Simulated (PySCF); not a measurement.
**Excitation energy of Tc by level of theory**

Tc [Kr] 4d5 5s2 (6S) → Tc [Kr] 4d6 5s1 (6D), as a difference of total energies. All numbers are calculated (PySCF 2.14, the spin-free X2C one-electron Hamiltonian (Gaussian nucleus), in x2c-QZVPPall (13s8p7d4f2g, 118 functions)). The calculations carry no spin-orbit coupling.

```json
{"method": "UHF", "excitation energy (eV)": "0.712"}
{"method": "M06-L", "excitation energy (eV)": "0.425"}
{"method": "wB97X", "excitation energy (eV)": "0.730"}
{"method": "wB97M-V", "excitation energy (eV)": "0.359"}
```

For comparison: 0.406 eV (measured; NIST levels, between the centres of gravity of the two terms).
